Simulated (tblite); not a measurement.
Compound: C5H7GaOSe.
Atom-mapped SMILES: `[CH3:1][O:2][c:3]1[cH:4][se:5][c:6]([GaH2:7])[cH:8]1` (hydrogens: H9, H10, H11 on C1; H12 on C4; H13, H14 on Ga7; H15 on C8)

Computed with GFN2-xTB (tblite), gas phase: L-BFGS steps from a force-field or distance-geometry start until the largest atomic force falls under 0.01 eV/Å.

Step 13: E = -615.9179 eV
```
atom  x, y, z in Å  |  force x, y, z in eV/Å
C1     -2.2243    1.2568   -0.1616    0.018   0.044   0.037
O2     -2.1079   -0.1397   -0.2931    0.025   0.006  -0.012
C3     -0.8747   -0.6834   -0.1011    0.010  -0.012  -0.012
C4     -0.7112   -2.0400   -0.1820    0.103   0.000   0.049
Se5     1.0562   -2.5409    0.0624   -0.015  -0.070  -0.045
C6      1.4709   -0.7283    0.2795   -0.052   0.012  -0.055
Ga7     3.2016    0.2529    0.2586    0.092  -0.148   0.041
C8      0.3333    0.0270    0.1511   -0.126   0.025  -0.035
H9     -3.2319    1.5106   -0.4882    0.010  -0.035   0.011
H10    -1.4961    1.7859   -0.7838   -0.059   0.004  -0.067
H11    -2.0922    1.5656    0.8801    0.001   0.025   0.037
H12    -1.4918   -2.7576   -0.3658    0.062   0.074   0.021
H13     4.5365   -0.3288   -0.3237    0.037  -0.034   0.002
H14     3.2384    1.7225    0.7995   -0.082   0.086   0.003
H15     0.3886    1.1055    0.2462   -0.026   0.023   0.027
```

Step 14: E = -615.9209 eV
```
atom  x, y, z in Å  |  force x, y, z in eV/Å
C1     -2.2251    1.2560   -0.1622    0.020   0.054   0.039
O2     -2.1046   -0.1404   -0.2932   -0.071   0.023  -0.022
C3     -0.8727   -0.6829   -0.0992   -0.021   0.007  -0.023
C4     -0.7081   -2.0390   -0.1799    0.072   0.016   0.044
Se5     1.0568   -2.5365    0.0628    0.039  -0.123  -0.055
C6      1.4702   -0.7251    0.2724    0.013   0.035  -0.022
Ga7     3.2075    0.2493    0.2599    0.051  -0.172   0.023
C8      0.3317    0.0297    0.1512   -0.061   0.001  -0.032
H9     -3.2340    1.5116   -0.4857    0.031  -0.066   0.015
H10    -1.4997    1.7858   -0.7872   -0.054   0.007  -0.060
H11    -2.0907    1.5647    0.8794    0.004   0.029   0.030
H12    -1.4890   -2.7538   -0.3654    0.030   0.033   0.017
H13     4.5426   -0.3359   -0.3238    0.021  -0.016   0.018
H14     3.2256    1.7184    0.7993   -0.056   0.100   0.005
H15     0.3851    1.1062    0.2498   -0.019   0.073   0.022
```

Step 15: E = -615.9238 eV
```
atom  x, y, z in Å  |  force x, y, z in eV/Å
C1     -2.2254    1.2562   -0.1620    0.015   0.040   0.028
O2     -2.1025   -0.1406   -0.2936   -0.127   0.028  -0.021
C3     -0.8715   -0.6826   -0.0978   -0.047   0.035  -0.028
C4     -0.7041   -2.0380   -0.1771    0.013   0.019   0.027
Se5     1.0581   -2.5346    0.0619    0.086  -0.117  -0.058
C6      1.4695   -0.7216    0.2647    0.054   0.029   0.007
Ga7     3.2146    0.2426    0.2634    0.001  -0.140   0.015
C8      0.3295    0.0322    0.1507    0.023  -0.005  -0.022
H9     -3.2356    1.5114   -0.4831    0.033  -0.081   0.020
H10    -1.5043    1.7862   -0.7917   -0.042   0.012  -0.045
H11    -2.0893    1.5646    0.8794    0.012   0.033   0.020
H12    -1.4859   -2.7495   -0.3646    0.002  -0.009   0.014
H13     4.5488   -0.3428   -0.3239    0.017  -0.005   0.033
H14     3.2128    1.7169    0.7985   -0.028   0.072  -0.005
H15     0.3810    1.1077    0.2534   -0.012   0.090   0.013
```

Task: Estimate the geometry and energy of step 16. (The exact step hangs on the optimiser's Hessian estimate; all steps are aligned on step 15, rigid shifts and turns removed.)

Result: E = -615.9260 eV, largest force 0.120 eV/Å
```
atom  x, y, z in Å  |  force x, y, z in eV/Å
C1     -2.2254    1.2571   -0.1614    0.003   0.014   0.011
O2     -2.1028   -0.1402   -0.2942   -0.110   0.022  -0.006
C3     -0.8715   -0.6821   -0.0973   -0.043   0.039  -0.027
C4     -0.7007   -2.0371   -0.1744   -0.031   0.023   0.009
Se5     1.0605   -2.5351    0.0599    0.087  -0.057  -0.059
C6      1.4697   -0.7186    0.2581    0.046   0.004   0.026
Ga7     3.2208    0.2345    0.2682   -0.031  -0.068   0.013
C8      0.3283    0.0342    0.1497    0.074   0.000  -0.013
H9     -3.2363    1.5098   -0.4805    0.012  -0.073   0.023
H10    -1.5090    1.7870   -0.7962   -0.027   0.014  -0.027
H11    -2.0881    1.5655    0.8799    0.023   0.034   0.008
H12    -1.4834   -2.7461   -0.3636   -0.014  -0.039   0.014
H13     4.5543   -0.3484   -0.3238    0.016   0.000   0.045
H14     3.2021    1.7175    0.7972   -0.005   0.019  -0.020
H15     0.3770    1.1100    0.2565   -0.001   0.068   0.003
```

The energy changes by -0.0023 eV. The first-order estimate −F·Δx gives -0.0033 eV and the mean of the old and new forces, exact on a quadratic surface, -0.0023 eV. The step makes an angle of 63° with the force vector and moves no atom by more than 0.011 Å.

What follows is the cost of the whole relaxation. Hardware: one thread of an Arm Neoverse V2, shared host with 96 logical CPUs at a one-minute load of 32. Cost: 0.52 s of wall time.
